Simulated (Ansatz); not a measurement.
Computed with Ansatz on PBE0-D4/def2-TZVP structures; ΔE is electronic, products minus reactants. CCSD(T)/CBS adds triple-zeta CCSD(T) − MP2 to the extrapolated MP2 energy (def2 sets, frozen cores). This one scheme is used for every species. DFT in def2-TZVPP. B3LYP here is the variant with VWN-RPA as its local correlation; programs differ in this. HSE06 is defined as in plane-wave codes. For Br outer-core shells are correlated without core-valence functions, which leaves a few kJ/mol of doubt a bond. Scalar relativity is left out up to krypton. Each species was taken in one conformer, which may not be the lowest.

Reaction (silylene formation by 1,1-elimination): `S[Si](S)(Cl)Br` → `ClBr` + `S[Si]S`

`S[Si](S)(Cl)Br`:

Z-matrix (Å, degrees):
```
Si
S 1 2.112
Cl 1 2.046 2 113.5
S 1 2.112 2 104.4 3 119.4
Br 1 2.214 2 109.9 3 -118.4
H 2 1.344 1 93.6 3 85.9
H 4 1.345 1 93.4 2 -155.8
```

`ClBr`:

```xyz
2

Cl    0.936    0.070    0.506
Br   -0.936   -0.070   -0.506
```

`S[Si]S`:

```xyz
5

S    -1.127    0.384   -0.556
Si    0.411    0.704    0.898
S     1.627   -1.001    0.435
H    -1.836    1.472   -0.209
H     0.925   -1.560   -0.568
```

```csv
level,ΔE (kJ/mol),difference from CCSD(T)/CBS
LDA (SPW92),446.2,-1.3
PBE-D4,420.0,-27.5
revPBE-D4,418.2,-29.3
BLYP-D4,397.4,-50.1
r2SCAN-D4,455.2,7.7
PBE0-D4,448.4,0.9
B3LYP-D4,423.6,-23.9
r2SCANh-D4,460.9,13.4
r2SCAN0-D4,468.8,21.3
HSE06-D4,447.4,-0.1
BHLYP-D4,455.2,7.7
ωB97X-V,455.0,7.5
ωB97M-V,440.0,-7.5
B2PLYP,428.3,-19.2
PBE-QIDH,470.2,22.7
PBE,404.8,-42.7
revPBE,386.8,-60.7
BLYP,366.3,-81.2
r2SCAN,451.5,4.0
PBE0,434.8,-12.7
B3LYP,398.6,-48.9
r2SCANh,456.8,9.3
r2SCAN0,464.2,16.7
HSE06,434.4,-13.1
BHLYP,432.3,-15.2
LC-ωPBE,463.1,15.6
RPA@PBE/def2-TZVPP,406.8,-40.7
HF/def2-SVP,440.9,-6.6
MP2/def2-SVP,471.2,23.7
CCSD/def2-SVP,432.9,-14.6
CCSD(T)/def2-SVP,430.8,-16.7
MP2/def2-TZVPP,476.7,29.2
SCS-MP2/def2-TZVPP,453.7,6.2
CCSD/def2-TZVPP,439.6,-7.9
CCSD(T)/def2-TZVPP,439.2,-8.3
HF/def2-QZVPP,436.0,-11.5
MP2/def2-QZVPP,480.3,32.8
SCS-MP2/def2-QZVPP,457.7,10.2
MP2/CBS(def2),485.0,37.5
CCSD/CBS(def2),448.0,0.5
CCSD(T)/CBS,447.5,0
```

Largest T1 diagnostic among the species: 0.015.

Leaving LDA and LC-ωPBE aside and taking each functional with its dispersion term where it has one, the values spread over 72.8 kJ/mol, from BLYP-D4 to PBE-QIDH. LDA lies +41.3 kJ/mol from PBE without D4. At CCSD(T), def2-SVP lies −16.7 kJ/mol from the extrapolated value and def2-TZVPP −8.3 kJ/mol.

CCSD(T)/CBS has its own doubt, a few kJ/mol and more with outer-core shells, so smaller differences from it don't rank the levels.
